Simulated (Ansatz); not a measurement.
FGaH$_{2}$, SMILES `[F][GaH2]`, relaxed with RKS PBE0-D4/def2-TZVP in Ansatz from a PBE-D4/def2-SVP geometry. The force threshold is 0.005 eV/Å; the program also tests the step.

The species carries charge 0 and has multiplicity 1.

Start:

```xyz
4

F     1.257   -0.532   -0.918
Ga   -0.099    0.042    0.072
H    -0.730   -1.074    0.981
H    -0.428    1.564   -0.136
```

Q: How much energy does the relaxation release, and in how many steps? (Best estimate.)

A: Computed: 0.01 eV, in 3 steps.

Q: Which bonds change most? (Best estimate.)

A: The calculation gave: F1–Ga2 from 1.775 to 1.759 Å; Ga2–H3 from 1.571 to 1.555 Å; Ga2–H4 from 1.571 to 1.555 Å.

Q: Give the relaxed structure. (Estimate.)

A: Computed: 
```xyz
4

F     1.248   -0.528   -0.911
Ga   -0.096    0.041    0.070
H    -0.725   -1.059    0.972
H    -0.427    1.547   -0.131
```
